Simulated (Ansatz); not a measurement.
`N[SiH](S)Cl` + HCl → `S[SiH](Cl)Cl` + NH₃ at 298.15 K and 1 bar (ligand exchange at the Si–N bond).

Calculated with Ansatz (gas phase, PBE0-D4/def2-TZVP geometries, no zero-point term in ΔE). CBS: MP2 limit from def2 TZ/QZ plus the TZ coupled-cluster correction, frozen cores. This one scheme is used for every species. One conformer a species, not always the lowest.

```csv
species,CCSD(T)/CBS energy (Eh),H − E (kJ/mol),S (J/(mol·K))
`N[SiH](S)Cl`,-1203.86139,142.8,335.7
HCl,-460.38127,26.6,186.8
`S[SiH](Cl)Cl`,-1607.74509,76.3,336.6
NH₃,-56.50880,100.5,192.4
```

H − E and S are ideal-gas, rigid-rotor, harmonic terms from PBE0-D4/def2-TZVP, for one conformer and one mirror image of each species. 1 Eh = 2625.50 kJ/mol, R = 8.31446 J/(mol·K).

Question: By hand: ΔE, ΔH, ΔS and ΔG.

Answer: ΔE = (-1607.74509) + (-56.50880) − (-1203.86139) − (-460.38127) = -0.01123 Eh = -29.5 kJ/mol. Δ(H − E) = 76.3 + 100.5 − 142.8 − 26.6 = 7.4, so ΔH = -22.1 kJ/mol. ΔS = 336.6 + 192.4 − 335.7 − 186.8 = 6.5 J/(mol·K). ΔG = -22.1 − 298.15 × (6.5)/1000 = -24.0 kJ/mol.

Question: By hand: the equilibrium constant, and the temperature at which ΔG would vanish if ΔH and ΔS stayed fixed.

Answer: log₁₀ K = −ΔG/(RT ln 10) = 4.2. ΔH and −TΔS have one sign here, so there is no such temperature.

The number of gas molecules stays the same, so ΔS is small and ΔH decides. A doubt of 5 kJ/mol in ΔE shifts log₁₀ K by 0.9 here. Other conformers and mirror images would add mixing entropy, several J/(mol·K) or more a flexible species. These are equilibria of isolated gas molecules and say nothing of rates. Largest T1 diagnostic: 0.010 (customary marks: 0.02 for closed shells, 0.045 for open ones).

ΔS is within the doubt of such terms, so its sign, and with it that verdict, could turn.
